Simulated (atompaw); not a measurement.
## Building the PAW (atompaw) potential for technetium (PBE, scalar-relativistic).

atompaw 4.2.0.5 input, output lines left out:

```
Tc 43
GGA-PBE scalarrelativistic loggrid 1500 logderivrange -2 5 176
5 5 4 0 0 0
5 1 0
4 2 5
0 0 0
c
c
c
c
v
c
c
c
v
c
v
3
3.00 2.90 2.10 2.55
y
3.25
n
y
0.5
n
y
1.7
n
y
-0.05
n
custom rrkj gramschmidtortho besselshape
4 1 vpsmatchnc
3.00
3.00
3.00
3.00
3.00
1.50
3.00
```

(1) Is a potential produced?

Answers

(1) No. atompaw 4.2.0.5 stopped with "atompaw: The overlap operator has at least one negative eigenvalue!": the overlap operator built from these waves and projectors is not positive definite.
